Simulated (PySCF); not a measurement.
Be(H)(SMe) (CH4BeS), SMILES C[S][BeH].

Coordinates come from a B3LYP-D3(BJ)/def2-TZVP optimisation.

The numbers are results of PBE0/def2-TZVPD (PySCF), not measurements.

Symmetry labels are those of the subgroup Cs that the program uses (full group Cs).

List the valence orbital energies around the gap with their symmetry. (Estimate from the structure and the level; the computed values follow.)


| orbital | symmetry | energy (eV) |
|---|---|---|
| HOMO−7 | A' | -21.57 |
| HOMO−6 | A' | -17.75 |
| HOMO−5 | A' | -12.40 |
| HOMO−4 | A" | -12.25 |
| HOMO−3 | A' | -10.61 |
| HOMO−2 | A' | -9.38 |
| HOMO−1 | A' | -8.35 |
| HOMO | A" | -7.17 |
| LUMO | A' | -1.14 |
| LUMO+1 | A" | -0.40 |
| LUMO+2 | A' | 0.14 |
| LUMO+3 | A' | 0.82 |
